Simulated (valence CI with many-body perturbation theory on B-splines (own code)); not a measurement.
Level structure of Xe XXIII

Calculated by valence CI with perturbative core correlation (CI+MBPT): four valence electrons over a frozen Dirac-Fock core [Ar] 3d10, a basis of 11 s, 11 p, 10 d, 8 f, 5 g, 2 h functions for each j, with the one-electron correlation potential Σ1 (screened to all orders), the two-electron term Σ2, the three-electron term Σ3, Breit, model QED; selected single and double excitations, second order for the rest, scaled by the run's own slope (own B-spline code, finite nucleus).

No measured levels were compared; by estimate levels hold to about 250 cm⁻¹ or 0.2 % of their energy and the worst to 1 %, as in measured heavy ions of charge 2 to 7; those with d or f electrons hold less well. Among the levels kept, up to 470 cm⁻¹ of a level comes from second order outside the variational space, and about a tenth of that is noise between levels of different J, which matters for small intervals.

Levels 1 to 45 of 186, with energies above the lowest level, (4s^2 4p1/2^2) J=0. "Leading %" is the weight of the configuration and term that name the level; weights of strongly mixed levels are sums over their largest components and can fall short. In the jj column 3d3/2^4 stands for four electrons in 3d with j = 3/2. Lifetimes count E1, E2, E3, M1 and M2 decay at the calculated energies, and are blank where another channel may lead or the interval is too uncertain; long ones can be off by a factor of two.

```
No.  Configuration  Term  J  E (cm⁻¹)  Leading %  Second component  Lifetime                   Leading jj
  1         4s²4p²    ³P  0         0         77    22 % 4s²4p² ¹S                    4s^2 4p1/2^2 (97 %)
  2         4s²4p²    ³P  1    113580         99                     48.7 μs      4s^2 4p1/2 4p3/2 (99 %)
  3         4s²4p²    ¹D  2    133420         54    44 % 4s²4p² ³P   5.32 ms      4s^2 4p1/2 4p3/2 (97 %)
  4         4s²4p²    ³P  2    262260         54    44 % 4s²4p² ¹D   21.7 μs          4s^2 4p3/2^2 (97 %)
  5         4s²4p²    ¹S  0    309560         76    22 % 4s²4p² ³P   11.0 μs          4s^2 4p3/2^2 (96 %)
  6          4s4p³   ⁵S°  2    505170         62    27 % 4s4p³ ³P°    298 ps      4s 4p1/2^2 4p3/2 (80 %)
  7          4s4p³   ³D°  1    577970         56    22 % 4s4p³ ³P°   30.0 ps      4s 4p1/2^2 4p3/2 (79 %)
  8          4s4p³   ³D°  2    620930         57    26 % 4s4p³ ⁵S°    106 ps      4s 4p1/2 4p3/2^2 (82 %)
  9          4s4p³   ³D°  3    654710         94   5 % 4s²4p4d ³D°    115 ps      4s 4p1/2 4p3/2^2 (94 %)
 10          4s4p³   ³P°  0    696170         95                     33.9 ps      4s 4p1/2 4p3/2^2 (95 %)
 11          4s4p³   ³P°  1    711410         57    24 % 4s4p³ ³D°   21.4 ps      4s 4p1/2 4p3/2^2 (83 %)
 12          4s4p³   ¹D°  2    716010         46    18 % 4s4p³ ³D°   24.8 ps      4s 4p1/2 4p3/2^2 (68 %)
 13          4s4p³   ³S°  1    759120         47    32 % 4s4p³ ¹P°   6.14 ps      4s 4p1/2 4p3/2^2 (81 %)
 14        4s²4p4d   ³F°  2    805700         42    26 % 4s4p³ ³P°   70.8 ps      4s^2 4p1/2 4d3/2 (52 %)
 15        4s²4p4d   ³F°  2    829280         42    29 % 4s4p³ ¹D°   19.5 ps            4s 4p3/2^3 (37 %)
 16        4s²4p4d   ³F°  3    866710         81   9 % 4s²4p4d ³D°   23.1 ps      4s^2 4p1/2 4d5/2 (80 %)
 17        4s²4p4d   ³P°  2    889070         48  21 % 4s²4p4d ³D°   5.21 ps      4s^2 4p1/2 4d5/2 (87 %)
 18        4s²4p4d   ³D°  1    889710         29  23 % 4s²4p4d ³P°   3.85 ps      4s^2 4p1/2 4d3/2 (71 %)
 19          4s4p³   ¹P°  1    902580         38  27 % 4s²4p4d ³D°   4.22 ps            4s 4p3/2^3 (54 %)
 20        4s²4p4d   ³F°  4    966630         98                     49.0 μs      4s^2 4p3/2 4d5/2 (98 %)
 21        4s²4p4d   ¹D°  2    987440         40  37 % 4s²4p4d ³D°   3.78 ps      4s^2 4p3/2 4d3/2 (71 %)
 22        4s²4p4d   ³P°  0    998460         94                     4.35 ps      4s^2 4p3/2 4d3/2 (94 %)
 23        4s²4p4d   ³D°  3   1005100         62  16 % 4s²4p4d ³F°   3.40 ps      4s^2 4p3/2 4d3/2 (57 %)
 24        4s²4p4d   ³P°  1   1008800         65  24 % 4s²4p4d ³D°   3.84 ps      4s^2 4p3/2 4d3/2 (80 %)
 25        4s²4p4d   ³P°  2   1025700         44  31 % 4s²4p4d ³D°   4.43 ps      4s^2 4p3/2 4d5/2 (70 %)
 26        4s²4p4d   ¹F°  3   1071600         74  22 % 4s²4p4d ³D°   3.11 ps      4s^2 4p3/2 4d5/2 (68 %)
 27        4s²4p4d   ¹P°  1   1088700         76  11 % 4s²4p4d ³D°   4.31 ps      4s^2 4p3/2 4d5/2 (82 %)
 28            4p⁴    ³P  2   1126400         57       23 % 4p⁴ ¹D   19.2 ps       4p1/2^2 4p3/2^2 (79 %)
 29            4p⁴    ³P  0   1179800         44       41 % 4p⁴ ¹S   13.4 ps       4p1/2^2 4p3/2^2 (82 %)
 30        4s4p²4d    ⁵F  1   1192200         68   17 % 4s4p²4d ³D    130 ps      4s 4p1/2^2 4d3/2 (79 %)
 31        4s4p²4d    ⁵F  2   1206900         54   20 % 4s4p²4d ⁵D   53.2 ps      4s 4p1/2^2 4d3/2 (55 %)
 32        4s4p²4d    ⁵F  3   1237300         41   33 % 4s4p²4d ⁵D   33.5 ps      4s 4p1/2^2 4d5/2 (67 %)
 33            4p⁴    ³P  1   1247900         69   20 % 4s4p²4d ³P   16.6 ps         4p1/2 4p3/2^3 (69 %)
 34            4p⁴    ¹D  2   1260000         52       20 % 4p⁴ ³P   22.6 ps         4p1/2 4p3/2^3 (71 %)
 35        4s4p²4d    ⁵D  0   1287200         91    6 % 4s4p²4d ³P    168 ps  4s 4p1/2 4p3/2 4d3/2 (93 %)
 36        4s4p²4d    ³F  2   1292500         32   32 % 4s4p²4d ⁵D   43.4 ps  4s 4p1/2 4p3/2 4d3/2 (75 %)
 37        4s4p²4d    ⁵D  1   1294100         73   11 % 4s4p²4d ⁵F   38.1 ps  4s 4p1/2 4p3/2 4d3/2 (78 %)
 38        4s4p²4d    ⁵F  3   1298400         43   27 % 4s4p²4d ³F   48.5 ps  4s 4p1/2 4p3/2 4d3/2 (74 %)
 39        4s4p²4d    ⁵F  4   1303200         72   21 % 4s4p²4d ⁵D   1.14 ns  4s 4p1/2 4p3/2 4d5/2 (82 %)
 40        4s4p²4d    ³F  2   1306300         37   13 % 4s4p²4d ⁵F   13.4 ps      4s 4p1/2^2 4d5/2 (29 %)
 41        4s4p²4d    ⁵D  4   1321900         42   38 % 4s4p²4d ³F    457 ps  4s 4p1/2 4p3/2 4d3/2 (50 %)
 42        4s4p²4d    ⁵F  5   1340800         72   27 % 4s4p²4d ³G    474 ps  4s 4p1/2 4p3/2 4d5/2 (83 %)
 43        4s4p²4d    ³F  2   1353600         30   21 % 4s4p²4d ⁵D   10.7 ps  4s 4p1/2 4p3/2 4d5/2 (61 %)
 44        4s4p²4d    ⁵P  3   1355400         45   38 % 4s4p²4d ³F   6.89 ps  4s 4p1/2 4p3/2 4d5/2 (63 %)
 45        4s4p²4d    ⁵D  3   1377600         36   19 % 4s4p²4d ⁵P   7.52 ps  4s 4p1/2 4p3/2 4d5/2 (56 %)
```

The ionisation energy to 4s²4p ²P°1/2 of the next ion comes out as 701.38 eV (NIST: 700 ± 4 eV (theoretical)). All 186 levels together are meant to be complete up to 2159700 cm⁻¹.
